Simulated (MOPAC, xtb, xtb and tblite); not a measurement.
Relaxed torsion scan: SMILES CC(C)c1cccc(N)c1, singlet. Scanned: dihedral C1–C2–C4–C5; all other coordinates were relaxed at GFN2-xTB. Heavy atoms are numbered in the order of the SMILES CC(C)c1cccc(N)c1, hydrogens after them in the order of the atoms that carry them; the mirror image has the same energies with the sign of each dihedral reversed.

PM6, restricted, heats of formation // GFN2-xTB (MOPAC); GFN2-xTB (xtb and tblite); GFN1-xTB // GFN2-xTB (xtb).

Energies relative to the lowest point of each profile, in mEh:

| φ / ° | PM6 | GFN2-xTB |
|---|---|---|
| -160 | 1.0 | 1.1 |
| -140 | 0.4 | 0.5 |
| -100 | 0.3 | 0.4 |
| -60 | 1.9 | 2.3 |
| -40 | 2.9 | 4.3 |
| -20 | 2.9 | 4.5 |
| 20 | 1.0 | 1.2 |
| 40 | 0.3 | 0.5 |
| 100 | 0.9 | 1.1 |
| 120 | 1.8 | 2.4 |
| 160 | 2.9 | 4.5 |
| 180 | 2.2 | 2.6 |

Question: Estimate the GFN1-xTB values at these points.

Answer: -160: 1.2; -140: 0.4; -100: 0.3; -60: 2.2; -40: 3.8; -20: 3.9; 20: 1.3; 40: 0.5; 100: 1.2; 120: 2.3; 160: 3.9; 180: 2.5 (mEh).
